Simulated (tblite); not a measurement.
H₄P₂, triplet, at a GFN2-xTB geometry (a higher spin typed on purpose: for a closed-shell molecule this is an excited state); tblite with GFN1-xTB.

Input for tblite:
```
$ tblite run mol.xyz --method gfn1 --charge 0 --spin 2 --guess eeq --json tblite.json --no-restart

# file mol.xyz
6

P     -1.22513273    -0.18858373     0.40247436
P      1.15923065     0.20673919    -0.32030056
H     -1.60413451     1.03387345    -0.14579888
H     -1.45834842    -0.84719140    -0.80534801
H      1.54695439    -0.87997430     0.45161677
H      2.50405968     0.42096026    -0.73307690
```

It wrote (shortened):

```
xTB calculator
 | screened Coulomb repulsion
 | Coulomb electrostatics
 |  * isotropic Klopman-Ohno-Mataga-Nishimoto electrostatics
 |  * onsite third-order electrostatics
 | DFT-D3(BJ) dispersion correction

halogen bonding energy    0.0000000000000E+00 Eh
repulsion energy          3.5719105590738E-02 Eh
dispersion energy        -1.5951510984669E-03 Eh
number of electrons       1.4000000000000E+01 e
integral cutoff           2.3778036236194E+01 bohr

------------------------------------------------------------
  cycle        total energy    energy error   density error
------------------------------------------------------------
      1     -7.267979502414  -7.3021035E+00   1.7675063E-01
      2     -7.299780646799  -3.1801144E-02   7.5598144E-02
      3     -7.299987045893  -2.0639909E-04   4.2422639E-02
      4     -7.298906115124   1.0809308E-03   1.8715872E-02
      5     -7.300140927218  -1.2348121E-03   1.2006802E-03
      6     -7.300143582211  -2.6549929E-06   1.8618593E-04
      7     -7.300143600324  -1.8112853E-08   8.9645957E-05
      8     -7.300143611184  -1.0859575E-08   1.0531437E-05
------------------------------------------------------------

electronic energy        -7.3342675656760E+00 Eh
total energy             -7.3001436111837E+00 Eh

Post processing:
 | Mayer-Wiberg bond orders

[Info] JSON dump of results written to 'tblite.json'
```
